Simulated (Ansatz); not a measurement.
## Cost against result

Saddle point of SnH5BrO, singlet (SnH₃Br ([Br][SnH3]) + H₂O → SnH₄O ([OH][SnH3]) + HBr; bonds formed: Sn1–O7, Br2–H6; bonds broken: Sn1–Br2, H6–O7), PBE0-D4/def2-TZVP structure:

```xyz
8
angstrom
Sn -0.8593 -0.5339 -0.3274
Br 2.6569 -0.3053 0.0098
H -0.3569 -0.7484 -1.9219
H -0.5148 -1.7575 0.7890
H -2.4503 0.0611 -0.1762
H 1.3437 0.6834 0.2194
O 0.1877 1.1322 0.2631
H -0.0071 1.4683 1.1442
```

Barriers are electronic and count from the start structure reached by relaxing down the imaginary mode.

Computed with Ansatz 0.2.0 (basis: as named in each row); correlated methods freeze the cores. Filled d shells of the heavier atoms are correlated. Core potentials replace the inner electrons of the atoms past krypton. The def2 sets are not built for correlating such inner shells, so the correlated values are less sure here. B3LYP uses VWN-RPA correlation. Extrapolation: Hartree–Fock as exp(−7.88 √X), correlation as X^−2.97.

Times are rough, for one single point on 4 threads of a shared host (Arm Neoverse V1).

The estimate by CCSD(T) at an estimated basis limit (MP2 extrapolated from triple and quadruple zeta, plus CCSD(T) − MP2 in triple zeta) is 22.64 kcal/mol.

```
      method       basis  time (s)  barrier (kcal/mol)  method less estimate
       SPW92    def2-SVP   under 1               11.75                -10.89
      PBE-D4    def2-SVP   under 1               16.89                 -5.74
       SPW92  def2-TZVPP         1               12.95                 -9.69
     PBE0-D4    def2-SVP         1               20.17                 -2.47
      PBE-D4  def2-TZVPP         2               18.02                 -4.61
     BLYP-D4  def2-TZVPP         2               18.52                 -4.11
     PBE0-D4  def2-TZVPP         2               20.72                 -1.92
    B3LYP-D4  def2-TZVPP         2               20.59                 -2.04
    BHLYP-D4  def2-TZVPP         2               23.58                  0.95
CAM-B3LYP-D4  def2-TZVPP         2               20.25                 -2.39
   r2SCAN-D4  def2-TZVPP         4               18.64                 -3.99
  r2SCAN0-D4  def2-TZVPP         4               20.90                 -1.74
  RPA on PBE  def2-TZVPP         4               21.74                 -0.90
      B2PLYP  def2-TZVPP         5               20.96                 -1.67
     wB97M-V    def2-SVP         5               21.24                 -1.39
    PBE-QIDH  def2-TZVPP         5               21.77                 -0.87
     CCSD(T)    def2-SVP         6               23.88                  1.25
     wB97X-V  def2-TZVPP         6               21.70                 -0.93
      B97M-V  def2-TZVPP         8               21.77                 -0.87
     wB97M-V  def2-TZVPP         8               22.16                 -0.48
         MP2  def2-QZVPP        16               21.14                 -1.50
     CCSD(T)  def2-TZVPP       130               22.00                 -0.63
```

All methods are single points on the PBE0-D4 structures.

T1 diagnostic: at most 0.011.

The step is the kind of ligand exchange by which a precursor binds to a hydroxyl group, or is hydrolysed, in atomic layer deposition of oxides.

Labels in which every atom is bracketed show which atoms are joined, not bond orders.
